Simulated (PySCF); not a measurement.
Computed with B3LYP-D3(BJ)/def2-TZVP // TPSS-D3(BJ)/def2-SVP (PySCF). Isolated molecules, 0 K electronic values unless said otherwise. One relaxed conformer stands for a flexible species; it need not be the lowest. B3LYP has the VWN-RPA correlation part, as in Gaussian. 

Reference species: [Y(OH)3] (neutral, multiplicity 1).

```yaml
LUMO: -1.69 eV
coordination_number: 3
HOMO: -7.59 eV
HOMO–LUMO gap: 5.90 eV
```

Changed species: [Y(NH2)3] (3 of 3 OH replaced by NH2; the reference has 0 of 3 OH replaced by NH2).

Give the shifts of the LUMO, coordination number, HOMO and HOMO–LUMO gap.

the LUMO rises by 0.23 eV, to -1.46 eV; the coordination number hardly moves; the HOMO rises by 1.53 eV, to -6.06 eV; the HOMO–LUMO gap falls by 1.30 eV, to 4.60 eV.
